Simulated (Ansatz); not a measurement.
Consider the cleavage of the Si–Si bond: `[SiH3][SiH3]` + `[CH3][Ga]([CH3])[OH]` → `[CH3][Ga]([CH3])[O][SiH3]` + SiH₄.

Gas-phase electronic energies from Ansatz, PBE0-D4/def2-TZVP geometries. CCSD(T)/CBS is the MP2 limit (def2-TZVPP, def2-QZVPP) plus CCSD(T) − MP2 in def2-TZVPP, frozen cores. This one scheme is used for every species. Functionals use def2-TZVPP. B3LYP here is the variant with VWN-RPA as its local correlation; programs differ in this. HSE06 is defined as in plane-wave codes. For Ga outer-core shells are correlated without core-valence functions, which leaves a few kJ/mol of doubt a bond. Scalar relativity is left out up to krypton. Each species was taken in one conformer, which may not be the lowest.

| level | ΔE (kJ/mol) | difference from CCSD(T)/CBS |
| --- | --- | --- |
| PBE-D4 | -77.5 | 25.9 |
| revPBE-D4 | -79.4 | 24.0 |
| BLYP-D4 | -99.2 | 4.2 |
| r2SCAN-D4 | -97.0 | 6.4 |
| B97M-V | -99.9 | 3.5 |
| PBE0-D4 | -87.0 | 16.4 |
| B3LYP-D4 | -105.3 | -1.9 |
| r2SCANh-D4 | -98.7 | 4.7 |
| r2SCAN0-D4 | -101.2 | 2.2 |
| HSE06-D4 | -86.8 | 16.6 |
| BHLYP-D4 | -117.9 | -14.5 |
| ωB97X-V | -101.5 | 1.9 |
| ωB97M-V | -106.2 | -2.8 |
| B2PLYP | -107.5 | -4.1 |
| PBE-QIDH | -100.0 | 3.4 |
| PBE | -75.1 | 28.3 |
| revPBE | -73.4 | 30.0 |
| BLYP | -94.6 | 8.8 |
| r2SCAN | -96.0 | 7.4 |
| PBE0 | -84.6 | 18.8 |
| B3LYP | -101.6 | 1.8 |
| r2SCANh | -97.6 | 5.8 |
| r2SCAN0 | -100.0 | 3.4 |
| HSE06 | -84.5 | 18.9 |
| LC-ωPBE | -92.9 | 10.5 |
| RPA@PBE/def2-TZVPP | -106.9 | -3.5 |
| HF/def2-SVP | -122.8 | -19.4 |
| CCSD/def2-SVP | -104.0 | -0.6 |
| CCSD(T)/def2-SVP | -102.3 | 1.1 |
| HF/def2-TZVPP | -130.8 | -27.4 |
| MP2/def2-TZVPP | -112.9 | -9.5 |
| SCS-MP2/def2-TZVPP | -117.5 | -14.1 |
| CCSD/def2-TZVPP | -108.3 | -4.9 |
| CCSD(T)/def2-TZVPP | -105.3 | -1.9 |
| HF/def2-QZVPP | -132.6 | -29.2 |
| MP2/def2-QZVPP | -112.4 | -9.0 |
| SCS-MP2/def2-QZVPP | -116.8 | -13.4 |
| HF/CBS(def2) | -132.8 | -29.4 |
| MP2/CBS(def2) | -110.9 | -7.5 |
| CCSD/CBS(def2) | -106.3 | -2.9 |
| CCSD(T)/CBS | -103.4 | 0 |

Largest T1 diagnostic among the species: 0.013.

In def2-TZVPP, CCSD(T) changes the Hartree–Fock value by +25.5 kJ/mol (the triples alone add +3.0 kJ/mol) and MP2 by +17.9 kJ/mol. Leaving LDA and LC-ωPBE aside and taking each functional with its dispersion term where it has one, the values spread over 40.4 kJ/mol, from BHLYP-D4 to PBE-D4. LDA lies −3.2 kJ/mol from PBE without D4.
